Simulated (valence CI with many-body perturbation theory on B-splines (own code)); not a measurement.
**Mg6+: calculated level list**

Calculated by valence CI with perturbative core correlation (CI+MBPT): four valence electrons over a frozen Dirac-Fock core [He], radial functions for each j: 9 s, 9 p, 8 d, 6 f, 3 g, 1 h, with the one-electron correlation potential Σ1 (screened to all orders), the two-electron term Σ2, the three-electron term Σ3, Breit, model QED; selected single and double excitations, second order for the rest, scaled by the run's own slope (own B-spline code, finite nucleus).

Against 26 measured levels this calculation errs by 193 cm⁻¹ on average and by 494 at most. These come from a selection out of NIST levels in Kelleher and Podobedova, J. Phys. Chem. Ref. Data 37, 267 (2008). Levels without a partner in it may be off by more.

Levels 1 to 34 of 34, with energies above the lowest level, 2s²2p² ³P_0. "Leading %" is the weight of the configuration and term that name the level; weights of strongly mixed levels are sums over their largest components and can fall short, so below about 35 % the name and the second component can differ from the true leading terms, or belong to a minority configuration. In the jj column 3d3/2^4 stands for four electrons in 3d with j = 3/2. Lifetimes count E1, E2, E3, M1 and M2 decay at the calculated energies, and are blank where another channel may lead or the interval is too uncertain; long ones can be off by a factor of two.

```
No.  Configuration  Term  J  E (cm⁻¹)  Leading %  Lifetime               Leading jj      g
  1         2s²2p²    ³P  0         0         98                2s^2 2p1/2^2 (68 %)       
  2         2s²2p²    ³P  1      1112         98    40.3 s  2s^2 2p1/2 2p3/2 (98 %)  1.501
  3         2s²2p²    ³P  2      2927         98    12.4 s      2s^2 2p3/2^2 (62 %)  1.500
  4         2s²2p²    ¹D  2     41129         98    223 ms  2s^2 2p1/2 2p3/2 (62 %)  1.000
  5         2s²2p²    ¹S  0     85450         94                2s^2 2p3/2^2 (66 %)       
  6          2s2p³   ⁵S°  2    117810        100   20.3 μs  2s 2p1/2 2p3/2^2 (55 %)  2.002
  7          2s2p³   ³D°  3    232920         99    598 ps  2s 2p1/2 2p3/2^2 (99 %)  1.333
  8          2s2p³   ³D°  2    233030         99    583 ps  2s 2p1/2 2p3/2^2 (66 %)  1.167
  9          2s2p³   ³D°  1    233090         99    574 ps  2s 2p1/2 2p3/2^2 (44 %)  0.500
 10          2s2p³   ³P°  1    275080         99    221 ps  2s 2p1/2 2p3/2^2 (66 %)  1.500
 11          2s2p³   ³P°  2    275100         99    223 ps        2s 2p3/2^3 (52 %)  1.500
 12          2s2p³   ³P°  0    275130         99    220 ps  2s 2p1/2 2p3/2^2 (99 %)       
 13          2s2p³   ¹D°  2    354760         99   73.6 ps  2s 2p1/2 2p3/2^2 (77 %)  1.000
 14          2s2p³   ³S°  1    362430         99   34.4 ps  2s 2p1/2 2p3/2^2 (55 %)  1.999
 15          2s2p³   ¹P°  1    397630         99   44.6 ps        2s 2p3/2^3 (36 %)  1.002
 16            2p⁴    ³P  2    542490         97   64.2 ps   2p1/2^2 2p3/2^2 (68 %)  1.500
 17            2p⁴    ³P  1    544570         97   63.8 ps     2p1/2 2p3/2^3 (97 %)  1.501
 18            2p⁴    ³P  0    545440         97   63.6 ps           2p3/2^4 (63 %)       
 19            2p⁴    ¹D  2    576570         97    130 ps     2p1/2 2p3/2^3 (68 %)  1.000
 20            2p⁴    ¹S  0    658930         93   56.1 ps   2p1/2^2 2p3/2^2 (60 %)       
 21        2s²2p3s   ³P°  0   1047500         94   19.3 ps     2s^2 2p1/2 3s (94 %)       
 22        2s²2p3s   ³P°  1   1048400         93   19.1 ps     2s^2 2p1/2 3s (73 %)  1.493
 23        2s²2p3s   ³P°  2   1050700         94   19.3 ps     2s^2 2p3/2 3s (94 %)  1.501
 24        2s²2p3s   ¹P°  1   1060900         94   12.2 ps     2s^2 2p3/2 3s (74 %)  1.007
 25        2s²2p3p    ¹P  1   1103500         90    675 ps  2s^2 2p1/2 3p1/2 (40 %)  0.983
 26        2s²2p3p    ³D  1   1109400         91    607 ps  2s^2 2p1/2 3p1/2 (52 %)  0.522
 27        2s²2p3p    ³D  2   1110400         94    603 ps  2s^2 2p1/2 3p3/2 (52 %)  1.167
 28        2s²2p3p    ³D  3   1112500         95    604 ps  2s^2 2p3/2 3p3/2 (95 %)  1.334
 29        2s²2p3p    ³S  1   1119200         91    201 ps  2s^2 2p3/2 3p3/2 (41 %)  1.980
 30        2s²2p3p    ³P  0   1123600         89    133 ps  2s^2 2p1/2 3p1/2 (63 %)       
 31        2s²2p3p    ³P  1   1124600         86    135 ps  2s^2 2p3/2 3p1/2 (59 %)  1.515
 32        2s²2p3p    ³P  2   1125700         88    134 ps  2s^2 2p3/2 3p3/2 (55 %)  1.499
 33        2s²2p3p    ¹D  2   1143300         94    405 ps  2s^2 2p3/2 3p3/2 (36 %)  1.001
 34        2s²2p3p    ¹S  0   1164100         94    176 ps  2s^2 2p3/2 3p3/2 (67 %)
```

The ionisation energy to 2s²2p ²P°1/2 of the next ion comes out as 225.03 eV (NIST: 225.02 ± 0.06 eV (semi-empirical)). All 34 levels together are meant to be complete up to 1169600 cm⁻¹.
